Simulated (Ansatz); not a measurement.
The same molecule with X = F, Cl, Br. Ansatz, PBE0-D4/def2-TZVP geometries, multiplicity 1. Each molecule was computed in one conformer, which needn't be the lowest.

Elements past krypton have def2 core potentials. Scalar relativity is left out up to krypton.

| X | molecule | mean X–Sn bond length / Å | LUMO energy (PBE0/def2-TZVPP) / eV | HOMO energy (ωB97M-V/def2-TZVPP) / eV | LUMO energy (ωB97M-V/def2-TZVPP) / eV |
| --- | --- | --- | --- | --- | --- |
| F | `[OH][Sn]([OH])([OH])[F]` | 1.908 | -2.03 | -11.96 | -0.04 |
| Cl | `[OH][Sn]([OH])([OH])[Cl]` | 2.305 | -2.01 | -11.73 | -0.02 |

(1) Give the row for X = Br, `[OH][Sn]([OH])([OH])[Br]`. (Best estimate.)

## Answers

(1) Ansatz gave: 
```csv
X,molecule,mean X–Sn bond length / Å,LUMO energy (PBE0/def2-TZVPP) / eV,HOMO energy (ωB97M-V/def2-TZVPP) / eV,LUMO energy (ωB97M-V/def2-TZVPP) / eV
Br,`[OH][Sn]([OH])([OH])[Br]`,2.452,-2.12,-11.15,-0.15
```

From F to Br the mean X–Sn bond length rises at each step, by 0.544 Å in all; the LUMO energy (PBE0/def2-TZVPP) isn't monotonic: highest at Cl, lowest at Br; the HOMO energy (ωB97M-V/def2-TZVPP) rises at each step, by 0.81 eV in all; the LUMO energy (ωB97M-V/def2-TZVPP) isn't monotonic: highest at Cl, lowest at Br. Bonds lengthen as the atom grows down the group.

Spin–orbit coupling is left out; it splits and shifts lone-pair levels of the heavy atoms by tenths of an eV.
